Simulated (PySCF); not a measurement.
## Relaxation of singlet Ge(OH)2

Method: PySCF, PBE0, basis Ge def2-TZVP, O def2-TZVP, H def2-TZVP (no relativity, density fitting). A (50,194) grid was used.

A hand-made bent (heavy-atom frame) start, of C2 symmetry, held to at least that symmetry:

```xyz
5
charge 0 multiplicity 1, angstrom
Ge    0.0000    0.0000   -0.3391
O     1.5072    0.0000    0.7163
O    -1.5072    0.0000    0.7163
H     2.0127   -0.7354    1.0702
H    -2.0127    0.7354    1.0702
```

(1) What forces act on the atoms at the start (eV/Å)?

(2) What does it relax to?

(3) How much energy is released, and in how many steps?

## Answers

(1) 
| atom | Fx | Fy | Fz |
| --- | --- | --- | --- |
| Ge1 | 0.00 | 0.00 | 0.70 |
| O2 | -1.00 | 0.11 | -0.33 |
| O3 | 1.00 | -0.11 | -0.33 |
| H4 | -0.20 | -0.01 | -0.02 |
| H5 | 0.20 | 0.01 | -0.02 |

(2) It ends at C2v with Ge–O 1.790 Å (×2), O–H 0.961 Å (×2); Ge–O–H 118.8° (×2), O–Ge–O 102.4° (after a last refinement on a finer grid). A frequency run shows a minimum. Other isomers or separated fragments may lie lower.

(3) 62.9 kJ/mol in 23 steps.
